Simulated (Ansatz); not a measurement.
The same germylene extrusion along the group Si, Ge, Sn.

Calculated with Ansatz (gas phase, PBE0-D4/def2-TZVP geometries, no zero-point term in ΔE). CBS: MP2 limit from def2 TZ/QZ plus the TZ coupled-cluster correction, frozen cores. This one scheme is used for every species. Elements past krypton have def2 core potentials. For Ge, Sn outer-core shells are correlated without core-valence functions, which leaves a few kJ/mol of doubt a bond. Scalar relativity is left out up to krypton. Each species was taken in one conformer, which may not be the lowest.

Task: Order these by ΔE at CCSD(T)/CBS, lowest first. (An estimate is asked.)
A. `[OH][GeH2][SH]` → H₂ + `[OH][Ge][SH]`
B. `[OH][SnH2][SH]` → H₂ + `[OH][Sn][SH]`
C. `O[SiH2]S` → H₂ + `O[Si]S`

Result: B (-0.17 eV), A (+0.58 eV), C (+1.68 eV).

Largest T1 diagnostic: 0.017, for `[OH][Sn][SH]`.
